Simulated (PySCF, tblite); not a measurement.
Isomers of C4H7ClSSi, one GFN2-xTB conformer each. Single-point energies are computed at PBE0/pcSseg-1 (PySCF, gas phase, no added dispersion term), electronic only.

| SMILES | GFN2-xTB relative energy (kcal/mol) |
| --- | --- |
| C=C(Cl)[SiH2][C@H]1CS1 | 38.6 |
| C[Si](C)(Cl)C=C=S | 11.3 |
| [SiH3][C@@H]1C=C(Cl)SC1 | 12.3 |
| CSCC#C[SiH2]Cl | 14.3 |
| S=C1C[SiH2][C@H](Cl)C1 | 14.8 |
| C#C[C@@H](C)S[SiH2]Cl | 0.0 |
| C=C(Cl)[C@@H]1CS[SiH2]1 | 7.0 |

Conformers: `[CH2:1]=[C:2]([Cl:3])[SiH2:4][C@H:5]1[CH2:6][S:7]1` with C1–C2–Si4–C5 130°, C2–Si4–C5–C6 94°; `[CH3:1][Si:2]([CH3:3])([Cl:4])[CH:5]=[C:6]=[S:7]` with C1–Si2–C5–C6 -62°; `[SiH3:1][C@@H:2]1[CH:3]=[C:4]([Cl:5])[S:6][CH2:7]1` with Si1–C2–C3–C4 -100°, C3–C4–S6–C7 -12°, C4–S6–C7–C2 23°, Si1–C2–C7–S6 90°; `[CH3:1][S:2][CH2:3][C:4]#[C:5][SiH2:6][Cl:7]` with C1–S2–C3–C4 -62°; `[S:1]=[C:2]1[CH2:3][SiH2:4][C@H:5]([Cl:6])[CH2:7]1` with S1–C2–C3–Si4 -147°, C2–C3–Si4–C5 -9°, C3–Si4–C5–Cl6 103°, Si4–C5–C7–C2 33°; `[CH:1]#[C:2][C@@H:3]([CH3:4])[S:5][SiH2:6][Cl:7]` with C2–C3–S5–Si6 62°, C3–S5–Si6–Cl7 42°; `[CH2:1]=[C:2]([Cl:3])[C@@H:4]1[CH2:5][S:6][SiH2:7]1` with C1–C2–C4–C5 -128°, C2–C4–C5–S6 -133°, C4–C5–S6–Si7 9°, C5–S6–Si7–C4 -7°, C2–C4–Si7–S6 130°.

**Question.** What does PBE0/pcSseg-1 give for the same structures?

**Answer.** 
```csv
SMILES,PBE0/pcSseg-1 E (Eh),PBE0/pcSseg-1 (kcal/mol),GFN2-xTB (kcal/mol),point group
C[Si](C)(Cl)C=C=S,-1303.89954,0.0,11.3,Cs
C#C[C@@H](C)S[SiH2]Cl,-1303.84683,33.1,0.0,C1
S=C1C[SiH2][C@H](Cl)C1,-1303.83811,38.5,14.8,C1
C=C(Cl)[C@@H]1CS[SiH2]1,-1303.83798,38.6,7.0,C1
CSCC#C[SiH2]Cl,-1303.83768,38.8,14.3,C1
[SiH3][C@@H]1C=C(Cl)SC1,-1303.82098,49.3,12.3,C1
C=C(Cl)[SiH2][C@H]1CS1,-1303.80994,56.2,38.6,C1
```

GFN2-xTB puts C#C[C@@H](C)S[SiH2]Cl lowest instead; measured from each level's own lowest isomer, the values differ by up to 37.0 kcal/mol ([SiH3][C@@H]1C=C(Cl)SC1: 12.3 against 49.3). As drawn, the lowest has cumulated double bonds and a C=S bond, which the highest lacks; the highest has a three-membered ring, which the lowest lacks. Neighbours under 2.5 kcal/mol apart (S=C1C[SiH2][C@H](Cl)C1 and C=C(Cl)[C@@H]1CS[SiH2]1; C=C(Cl)[C@@H]1CS[SiH2]1 and CSCC#C[SiH2]Cl) can change places with a better method, another conformer or zero-point energy.

**Question.** Which frontier levels, dipoles and rotational constants go with these structures?

**Answer.** 
| SMILES | HOMO (eV, PBE0/pcSseg-1) | LUMO (eV) | dipole (D) | A, B, C (MHz) |
| --- | --- | --- | --- | --- |
| C[Si](C)(Cl)C=C=S | -6.74 | -2.18 | 1.13 | 2671, 688.2, 665.9 |
| C#C[C@@H](C)S[SiH2]Cl | -7.24 | -0.48 | 0.83 | 2004, 986.4, 868.7 |
| S=C1C[SiH2][C@H](Cl)C1 | -6.37 | -2.11 | 3.75 | 2026, 1169, 870.9 |
| C=C(Cl)[C@@H]1CS[SiH2]1 | -6.86 | -0.63 | 2.52 | 2631, 974.6, 932.7 |
| CSCC#C[SiH2]Cl | -6.70 | -0.64 | 1.01 | 2977, 543.5, 484.9 |
| [SiH3][C@@H]1C=C(Cl)SC1 | -6.10 | -0.21 | 2.54 | 2547, 963.7, 799.8 |
| C=C(Cl)[SiH2][C@H]1CS1 | -6.61 | -0.82 | 1.62 | 3081, 790.0, 661.3 |

**Question.** What happens when harmonic zero-point energies from GFN2-xTB frequencies are added?

**Answer.** 
```tsv
SMILES	ZPE (kcal/mol)	electronic (kcal/mol)	with ZPE (kcal/mol)
C[Si](C)(Cl)C=C=S	60.2	0.0	0.0
C#C[C@@H](C)S[SiH2]Cl	58.4	33.1	31.3
S=C1C[SiH2][C@H](Cl)C1	59.9	38.5	38.2
C=C(Cl)[C@@H]1CS[SiH2]1	59.8	38.6	38.2
CSCC#C[SiH2]Cl	57.8	38.8	36.4
[SiH3][C@@H]1C=C(Cl)SC1	57.9	49.3	46.9
C=C(Cl)[SiH2][C@H]1CS1	58.2	56.2	54.2
```

The zero-point energies span 2.4 kcal/mol. The lowest isomer stays, but the order above it changes.
